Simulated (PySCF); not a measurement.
Telling isomers of C$_{4}$H$_{10}$N$_{2}$OSi apart by NMR

One averaged value for each set of equivalent atoms, a single conformation, isolated molecule, no relativistic terms. Structure optimised with GFN2-xTB; PBE0/pcSseg-1 with gauge-including orbitals; PySCF 2.14.0 with density-fitted response routines.

δ = σ(ref) − σ, references computed at the same level: ¹H (σref 31.72), ¹³C (σref 186.93) vs TMS. Where no couplings were computed, multiplicities follow the n + 1 count of equivalent neighbours, and m marks all less simple cases (inequivalent or close neighbours, rings, F or P nearby). Shifts are as computed. Against solution values, carbons near 30 ppm lie about +3 ppm off and those near 130 ppm about +5 ppm. Of 1211 compounds with measured shifts, 218 miss one by over three times the rms of a fit or turn the order of signals round; such compounds aren't used in these exercises. OH and NH positions are gas-phase values without hydrogen bonding to other molecules.

(1) Tabulate the signals of `CO[C@@H]1C=NN([SiH3])C1`, `C=N[SiH2]N(C)C(C)=O`, `N[Si]1(N)CC[C@@H]1C=O`, `C=NC(=C)O[SiH2]NC` and their relative energies.

(2) What is the quickest way to tell C=N[SiH2]N(C)C(C)=O from N[Si]1(N)CC[C@@H]1C=O?

(3) What is the quickest way to tell N[Si]1(N)CC[C@@H]1C=O from C=NC(=C)O[SiH2]NC?

(4) What is the quickest way to tell CO[C@@H]1C=NN([SiH3])C1 from C=NC(=C)O[SiH2]NC?

## Answers

(1) 
| SMILES | carbon types | δC | δH | E rel. (kcal/mol) |
| --- | --- | --- | --- | --- |
| CO[C@@H]1C=NN([SiH3])C1 | 2×CH 1×CH2 1×CH3 | 138.9, 91.0, 58.9, 54.6 | 6.44 (d, 1H), 4.89 (s, 3H), 4.86 (m, 1H), 3.46 (s, 3H), 3.46 (m, 1H), 3.28 (m, 1H) | 64.2 |
| C=N[SiH2]N(C)C(C)=O | 1×C 1×CH2 2×CH3 | 181.7, 174.2, 33.4, 21.4 | 8.66 (m, 1H), 8.63 (m, 1H), 5.15 (s, 2H), 3.07 (s, 3H), 2.05 (s, 3H) | 16.3 |
| N[Si]1(N)CC[C@@H]1C=O | 2×CH 2×CH2 | 206.5, 66.6, 30.3, 13.9 | 9.98 (d, 1H), 3.21 (m, 1H), 2.13 (m, 1H), 1.97 (m, 1H), 1.82 (m, 1H), 1.80 (m, 1H), 0.77 (br s, 2H), 0.74 (br s, 2H) | 0.0 |
| C=NC(=C)O[SiH2]NC | 1×C 2×CH2 1×CH3 | 170.3, 152.6, 80.9, 27.6 | 7.78 (d, 1H), 6.97 (d, 1H), 5.15 (s, 2H), 3.90 (m, 1H), 3.89 (m, 1H), 2.66 (s, 3H), 0.70 (br s, 1H) | 35.9 |

Energies are electronic energies at PBE0/pcSseg-1 on these geometries, without zero-point or thermal terms, each for the one conformer computed, which needn't be the lowest.

(2) Both give the same number of carbon signals, but DEPT or the intensities differ. The first has an amide carbonyl carbon (C) at 181.7 ppm, the second an aldehyde carbonyl carbon (CH) at 206.5 ppm. In the proton spectra the most deshielded non-exchanging signals are 8.66 (m, 1H) and 9.98 (d, 1H).

(3) Both give the same number of carbon signals, but DEPT or the intensities differ. The first has an aldehyde carbonyl carbon (CH) at 206.5 ppm, the second an alkene carbon bearing oxygen (C) at 170.3 ppm. In the proton spectra the most deshielded non-exchanging signals are 9.98 (d, 1H) and 7.78 (d, 1H).

(4) Both give the same number of carbon signals, but DEPT or the intensities differ. The first has a C=N carbon (CH) at 138.9 ppm, the second an alkene carbon bearing oxygen (C) at 170.3 ppm. In the proton spectra the most deshielded non-exchanging signals are 6.44 (d, 1H) and 7.78 (d, 1H).
